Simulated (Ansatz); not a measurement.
Start from `C=C[Se][Sn]([CH3])([CH3])[CH3]` and change one atom or group to get `[CH3][Sn]([CH3])([CH3])[Br]`.

Ansatz, PBE0-D4/def2-TZVP geometries, multiplicity 1. Each molecule was computed in one conformer, which needn't be the lowest.

Elements past krypton have def2 core potentials. Scalar relativity is left out up to krypton.

```tsv
property	`C=C[Se][Sn]([CH3])([CH3])[CH3]`
HOMO energy (PBE0/def2-TZVPP) / eV	-6.15
size of the dipole moment (B3LYP/def2-TZVPP) / D	2.22
LUMO energy (B3LYP/def2-TZVPP) / eV	-0.40
HOMO–LUMO gap (PBE/def2-TZVPP) / eV	3.96
HOMO–LUMO gap (B3LYP/def2-TZVPP) / eV	5.53
HOMO energy (B3LYP/def2-TZVPP) / eV	-5.93
```

Task: What does the change do to each property? (Estimate.)

Result: The calculation gave: 
```tsv
property	`[CH3][Sn]([CH3])([CH3])[Br]`	shift
HOMO energy (PBE0/def2-TZVPP) / eV	-7.61	-1.46
size of the dipole moment (B3LYP/def2-TZVPP) / D	3.35	1.13
LUMO energy (B3LYP/def2-TZVPP) / eV	-0.34	0.06
HOMO–LUMO gap (PBE/def2-TZVPP) / eV	5.42	1.46
HOMO–LUMO gap (B3LYP/def2-TZVPP) / eV	7.01	1.48
HOMO energy (B3LYP/def2-TZVPP) / eV	-7.36	-1.43
```

With PBE0 the HOMO falls by 1.46 eV and the LUMO rises by 0.13 eV, so the gap widens by about 1.59 eV. PBE moves the HOMO by -1.29 eV and ωB97M-V by -1.54 eV. Dipoles are sizes alone; their direction can turn.

B3LYP here is the variant with VWN-RPA as its local correlation; programs differ in this.

Spin–orbit coupling is left out; it splits and shifts lone-pair levels of the heavy atoms by tenths of an eV.
